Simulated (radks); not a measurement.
Results of a calculation; reference values are marked as such.
Task: Species: Ba+. Configuration: [Xe] 6s1. Code: a radial shooting solver on a logarithmic mesh with Libxc functionals. Model: non-relativistic Kohn-Sham, LDA (Slater exchange, Perdew-Wang correlation), spin-polarised, spherical densities, point nucleus; open shells are filled with parallel spins first (spin-orbit coupling, left out, can overturn this in heavy ions); relativity is left out, which matters for an element this heavy. Some entries of the table are withheld. Estimate them.

orbital  occ.  eigenvalue (hartree)  <1/r> (bohr^-1)
1s up       1             -1305.950            55.42
1s down     1             -1305.950            55.42
2s up       1             -201.0508            12.77
2s down     1             -201.0505            12.77
2p up       3             -189.8048            12.79
2p down     3             -189.8046            12.79
3s up       1             -42.56559            4.702
3s down     1             -42.56528            4.702
3p up       3             -37.74309            4.635
3p down     3             -37.74278            4.635
3d up       5             -28.73511            4.515
3d down     5             -28.73483            4.515
4s up       1              -8.46285            1.971
4s down     1              -8.46223            1.971
4p up       3              -6.70340            1.876
4p down     3              -6.70272            1.876
4d up       5              -3.63818            1.661
4d down     5              -3.63734            1.661
5s up       1              -1.36150           0.7707
5s down     1              -1.35908           0.7715
5p up       3              -0.90213              (1)
5p down     3              -0.89839              (2)
6s up       1              -0.28646              (3)
6s down     0              -0.26307              (4)

Result: 
(1) 5p up <1/r> (bohr^-1): 0.6741
(2) 5p down <1/r> (bohr^-1): 0.6764
(3) 6s up <1/r> (bohr^-1): 0.2862
(4) 6s down <1/r> (bohr^-1): 0.2850
